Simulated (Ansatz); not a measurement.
Z-matrix (Å, degrees):
```
Si
O 1 1.635
H 1 1.499 2 110.7
H 1 1.488 2 113.1 3 -119.7
H 1 1.481 2 107.8 3 118.7
H 2 0.970 1 116.7 3 47.2
O 6 1.847 2 168.2 1 -38.5
B 7 1.390 6 123.7 2 -25.5
H 7 0.958 6 117.2 2 176.0
O 8 1.352 7 119.0 6 22.9
O 8 1.363 7 123.8 6 -157.3
H 10 0.962 8 114.7 7 1.5
H 11 0.957 8 116.3 7 1.8
```

Total charge 0; spin multiplicity 1. The bonds changed during the relaxation, so this is another structure than the one it started from.

Task: List the CAM-B3LYP/def2-TZVPP orbital energies in eV (the Gaussian-basis code of Ansatz). (An estimate is asked.)

Result: Ansatz gave: Occupied: -1801.34, -523.69, -523.15, -522.80, -522.22, -187.75, -145.83, -101.18, -101.16, -101.14, -31.54, -30.33, -30.05, -29.32, -18.64, -18.00, -17.46, -15.95, -15.26, -14.03, -13.81, -12.43, -12.23, -12.13, -11.98, -11.59, -11.07, -10.68, -10.06. Lowest empty: 0.42, 1.37, 2.30, 2.51, 2.69, 2.87, 3.09, 3.29.
